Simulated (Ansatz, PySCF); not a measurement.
Species: SbF2, net charge 1, singlet state. 
Coordinates optimised at B3LYP-D3(BJ)/def2-TZVP (Ansatz, a quantum-chemistry and plane-wave program):
```xyz
3

Sb     0.0237    -0.0142     0.3216
F      0.6537     1.2143    -0.9127
F     -0.7882    -1.1339    -0.9099
```
Charge +1, spin multiplicity 1.

Total electronic energies in hartree. Valence correlation only, unless marked. Spin-orbit coupling is left out. The frozen core is the preceding noble-gas configuration, with the filled d and f shells of earlier blocks. In def2 rows, elements after Kr have scalar-relativistic effective core potentials. CBS(X,Y): correlation extrapolated as X^-3; Hartree-Fock from the larger set. [CCSD(T)-MP2]/basis is that difference in the basis named.

| level | program | energy (Eh) |
|---|---|---|
| HF-D3(BJ)/def2-TZVPD | PySCF + dftd3 | -437.98464 |
| RI-HF/def2-QZVPP | Ansatz | -437.98493 |
| BP86/def2-TZVPD | PySCF | ___ |
| TPSSh-D3(BJ)/def2-TZVPD | PySCF + dftd3 | -439.67412 |
| CCSD(T)/def2-SVPD | Ansatz | -438.20572 |
| CCSD(T)/def2-TZVPPD | Ansatz | -438.60159 |
| RI-MP2/CBS(def2-TZVPP,def2-QZVPP)+[CCSD(T)-MP2]/def2-TZVPP | Ansatz | -438.7080 |
| RI-MP2/CBS(def2-TZVPP,def2-QZVPP)+[CCSD(T)-MP2]/def2-QZVPP | Ansatz | -438.7066 |
| CCSD(T)/CBS(def2-TZVPPD,def2-QZVPPD) | Ansatz | -438.7039 |

### Question
What belongs in the gaps?

### Answer

- BP86/def2-TZVPD, energy (Eh): -439.88756
